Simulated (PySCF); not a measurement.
Series CXY, Y = amino, computed as singlets and as triplets. All species are isolated molecules in the gas phase. One relaxed conformer stands for each flexible species; it need not be the lowest. Strings in code marks are SMILES.

The LUMO from two functionals at the same geometries (PBE0-D3(BJ)/def2-TZVP), both in PySCF: PBE-D3(BJ)/def2-TZVP and PBE0-D3(BJ)/def2-TZVP. 

```csv
species,PBE-D3(BJ)/def2-TZVP (eV),PBE0-D3(BJ)/def2-TZVP (eV)
"X = silyl, multiplicity 1 (`N[C][SiH3]` (lower singlet))",-2.21,-1.07
"X = boryl, multiplicity 1 (`[C](N)B` (lower singlet))",-1.66,-0.54
"X = ethynyl, multiplicity 1 (`N[C]C#C` (lower singlet))",-2.60,-1.60
"X = vinyl, multiplicity 1 (`C=C[C]N` (lower singlet; C–C–C–N torsion 58°))",-1.91,-0.84
"X = AlH2, multiplicity 1 (`[C](N)[AlH2]` (lower singlet))",-2.36,-1.20
"X = H, multiplicity 1 (`[CH]N` (lower singlet))",-1.59,-0.37
```

Over these rows, drawn at random from the members with no instability flagged (it was tested for open shells, ions and some series alone), PBE minus PBE0-D3(BJ): mean -1.12 eV, from -1.22 eV to -1.01 eV.
